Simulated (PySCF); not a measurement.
# Bond lengths and vibrations by method: B2Cl2H cation

These are calculations, not measurements. They come from PySCF 2.14.0, an open-source quantum chemistry program, on an isolated molecule that a program drew, which may never have been made. The molecule is B2Cl2H cation (charge +1, singlet), drawn as the SMILES string `Cl[B+]BCl`.

The geometry was optimised and harmonic frequencies were computed with HF and MP2, all in the cc-pV(D+d)Z basis, for the commonest isotopes, with a restricted reference for singlets and an unrestricted one otherwise, and a frozen core in MP2. Each result is a local minimum of its method.

Geometry at the HF minimum:
```xyz
5
B2Cl2H cation, angstrom
Cl   -2.9796   -1.1421   -4.0023
B    -2.2230   -0.4689   -2.7468
B    -1.3999    0.2355   -1.3844
Cl   -0.5834   -0.8713   -0.3723
H    -1.4424    1.4078   -1.2273
```

Lengths of the bonds as drawn, in Å (atoms numbered as above):
```
  bond     HF    MP2
Cl1-B2  1.613  1.617
 B2-B3  1.741  1.729
B3-Cl4  1.708  1.706
 B3-H5  1.183  1.194
```

Rotational constants, in GHz:
| constant | HF | MP2 |
|---|---|---|
| A | 25.87 | 24.85 |
| B | 1.45 | 1.477 |
| C | 1.373 | 1.394 |

Harmonic frequencies in cm^-1, each column in rising order, so a row needn't be the same motion in every method:
```
rank    HF   MP2
   1   103    88
   2   267   251
   3   394   384
   4   602   595
   5   790   755
   6   930     ?
   7  1117  1079
   8  1345  1337
   9  2852  2769
```

**Estimate the missing MP2 frequency from the HF column.**

A single factor s that minimises the squared misfit of MP2 against s times HF over the other rows is sum(HF x MP2) / sum(HF^2) = 0.9733, with an rms misfit of 13 cm^-1. For rank 6 it gives 0.9733 x 930 = 905 cm^-1. The calculation gives 922 cm^-1, 17 cm^-1 above the estimate. The drawn bonds are on average 0.1 % longer in MP2 than in HF.
